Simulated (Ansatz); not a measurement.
Cost and result for the atomization energy of C2H6BrFSi (`FC([SiH3])CBr`) (11 atoms, 10 bonds).

```xyz
11

F    -0.436   -1.158    1.358
C    -0.520   -0.268    0.291
Si    0.504    1.282    0.742
C    -0.029   -0.925   -0.964
Br   -1.163   -2.404   -1.533
H    -1.574    0.010    0.180
H     0.337    2.289   -0.340
H     1.935    0.907    0.862
H     0.001    1.827    2.026
H    -0.022   -0.216   -1.791
H     0.966   -1.345   -0.831
```

Charge 0, multiplicity 1. Correlated methods include outer-core shells of Br, which these sets cover unevenly. Scalar relativity is left out up to krypton. Geometry: relaxed with PBE0-D4/def2-TZVP. It is one conformer, not always the lowest. Program: Ansatz. Hardware: A = 2 threads of an AMD EPYC 7R13 on a shared host; B = 2 threads of an AMD EPYC 7R13 on a shared host and a share of an NVIDIA H100 80 GB. Times are those of one run each, without the atoms' runs, and a repeat can differ threefold. Electronic energies, without spin–orbit coupling; frozen cores. CCSD(T)/CBS adds CCSD(T) − MP2 in def2-TZVPP to the MP2 limit, and its time is that of the two runs behind it. T1 = 0.010. With those shells the extrapolation isn't a true limit. B3LYP takes the VWN-RPA correlation (the form of Gaussian; ORCA's B3LYP/G).

CCSD(T)/CBS is a level of theory with its own doubt, some kJ/mol a heavy atom from the limit and from the frozen cores, so smaller differences don't rank the functionals.

```csv
level,functions,wall time
MP2/def2-QZVPP [B],510,3.5 s
CCSD(T)/def2-TZVPP [B],267,3.9 s
PBE-D4/def2-TZVPP (with forces) [A],267,4.2 s
PBE0-D4/def2-TZVPP [A],267,6.5 s
CCSD(T)/CBS(def2),–,7.4 s
r2SCAN-D4/def2-TZVPP (with forces) [A],267,8.5 s
B3LYP-D4/def2-TZVPP (with forces) [A],267,10 s
B2PLYP/def2-TZVPP [A],267,11 s
ωB97X-V/def2-TZVPP [A],267,14 s
ωB97M-V/def2-TZVPP (with forces) [A],267,20 s
```

Q: What atomization energy does each give, and how far from CCSD(T)/CBS? (An estimate is asked.)

A: Ansatz gave: 
```json
{"level": "MP2/def2-QZVPP [B]", "atomization (kJ/mol)": "3745.4", "difference from CCSD(T)/CBS": "8.1", "per bond": "0.8"}
{"level": "CCSD(T)/def2-TZVPP [B]", "atomization (kJ/mol)": "3639.8", "difference from CCSD(T)/CBS": "-97.5", "per bond": "-9.8"}
{"level": "PBE-D4/def2-TZVPP (with forces) [A]", "atomization (kJ/mol)": "3790.2", "difference from CCSD(T)/CBS": "52.9", "per bond": "5.3"}
{"level": "PBE0-D4/def2-TZVPP [A]", "atomization (kJ/mol)": "3732.2", "difference from CCSD(T)/CBS": "-5.1", "per bond": "-0.5"}
{"level": "CCSD(T)/CBS(def2)", "atomization (kJ/mol)": "3737.3", "difference from CCSD(T)/CBS": "0.0", "per bond": "0.0"}
{"level": "r2SCAN-D4/def2-TZVPP (with forces) [A]", "atomization (kJ/mol)": "3740.7", "difference from CCSD(T)/CBS": "3.4", "per bond": "0.3"}
{"level": "B3LYP-D4/def2-TZVPP (with forces) [A]", "atomization (kJ/mol)": "3720.9", "difference from CCSD(T)/CBS": "-16.4", "per bond": "-1.6"}
{"level": "B2PLYP/def2-TZVPP [A]", "atomization (kJ/mol)": "3680.7", "difference from CCSD(T)/CBS": "-56.6", "per bond": "-5.7"}
{"level": "ωB97X-V/def2-TZVPP [A]", "atomization (kJ/mol)": "3745.0", "difference from CCSD(T)/CBS": "7.7", "per bond": "0.8"}
{"level": "ωB97M-V/def2-TZVPP (with forces) [A]", "atomization (kJ/mol)": "3733.7", "difference from CCSD(T)/CBS": "-3.6", "per bond": "-0.4"}
```

From PBE to PBE0 (25 % exact exchange), in def2-TZVPP and without D4, the atomization energy moves by −54.4 kJ/mol: exact exchange takes away binding that semilocal exchange gives to molecules. In def2-TZVPP, CCSD(T) changes the Hartree–Fock value by +904.8 kJ/mol (the triples alone add +53.4 kJ/mol) and MP2 by +953.2 kJ/mol; breaking electron pairs costs correlation energy, which Hartree–Fock lacks. The D4 term adds +38.7 kJ/mol with B3LYP and +20.3 kJ/mol with PBE0; it sums over pairs of atoms, weighted by their polarisabilities, and B3LYP, whose exchange is more repulsive, gets the larger term.
